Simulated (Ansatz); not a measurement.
Start from `[SH][Al]([Cl])[Cl]` and change one atom or group to get `N#[C][Al]([Cl])[Cl]`.

Ansatz, PBE0-D4/def2-TZVP geometries, multiplicity 1. Each molecule was computed in one conformer, which needn't be the lowest.

```json
{"property": "zero-point energy (PBE0-D4/def2-TZVP) / kJ/mol", "`[SH][Al]([Cl])[Cl]`": "34.1"}
{"property": "HOMO–LUMO gap (PBE/def2-TZVPP) / eV", "`[SH][Al]([Cl])[Cl]`": "5.18"}
{"property": "HOMO energy (PBE0/def2-TZVPP) / eV", "`[SH][Al]([Cl])[Cl]`": "-8.26"}
{"property": "HOMO energy (ωB97M-V/def2-TZVPP) / eV", "`[SH][Al]([Cl])[Cl]`": "-10.44"}
{"property": "LUMO energy (PBE/def2-TZVPP) / eV", "`[SH][Al]([Cl])[Cl]`": "-1.85"}
{"property": "size of the dipole moment (ωB97M-V/def2-TZVPP) / D", "`[SH][Al]([Cl])[Cl]`": "1.00"}
```

**Question.** Give the same properties after the change, and the shifts. (An estimate is asked.)

**Answer.** The calculation gave: 
| property | `N#[C][Al]([Cl])[Cl]` | shift |
| --- | --- | --- |
| zero-point energy (PBE0-D4/def2-TZVP) / kJ/mol | 29.9 | -4.2 |
| HOMO–LUMO gap (PBE/def2-TZVPP) / eV | 5.36 | 0.18 |
| HOMO energy (PBE0/def2-TZVPP) / eV | -9.89 | -1.63 |
| HOMO energy (ωB97M-V/def2-TZVPP) / eV | -12.16 | -1.72 |
| LUMO energy (PBE/def2-TZVPP) / eV | -3.11 | -1.26 |
| size of the dipole moment (ωB97M-V/def2-TZVPP) / D | 2.41 | 1.41 |

With PBE0 the HOMO falls by 1.63 eV and the LUMO falls by 1.30 eV, so the gap widens by about 0.33 eV. PBE moves the HOMO by -1.44 eV and ωB97M-V by -1.72 eV. Dipoles are sizes alone; their direction can turn.
